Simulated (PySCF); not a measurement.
## Dipole response of Rb (rubidium, neutral)

[Kr] 5s1, 2S determinant. Calculation: PySCF 2.14, in ANO-RCC-VTZP (7s6p3d1f, 47 functions); the spin-free X2C one-electron Hamiltonian (Gaussian nucleus). Coupled (time-dependent) response in atomic units; α is the mean over directions. The basis has no added diffuse functions, which lowers α and C₆.

```
 method  mean α (bohr³)  C₆ (like pair)   S(−4)
    UHF           478.3            8386  211500
    PBE           343.4            5124  111200
   PBE0           377.7            5914  133100
wB97M-V           327.1            4543  111200
```

S(−4) is the Cauchy moment in α(ω) = α(0) + S(−4) ω² + …

Reference α: 319.8 ± 0.3 bohr³ (recommended; Schwerdtfeger and Nagle, table of static dipole polarizabilities (2023 update)). Published C₆: 4769 (Chu and Dalgarno (2004); Tang, Norbeck and Certain (1976)).

Hartree-Fock lies above the reference because it lacks correlation, which contracts the outer shell.

α(iu) at PBE:

```
u (hartree)  α(iu) (bohr³)
          0          343.4
     0.0500          191.6
      0.100          86.34
      0.200          32.02
      0.300          18.89
      0.500          10.80
      0.750          7.097
       1.00          5.104
       1.50          2.964
       2.00          1.907
       3.00         0.9688
       5.00         0.3920
```

A single London oscillator, α(iu) = α/(1 + u²/ω²), gives C₆ = (3/4) ω α². Matching the computed C₆ needs ω = 4 × 5124 / (3 × 343.4²) = 0.0579 hartree.
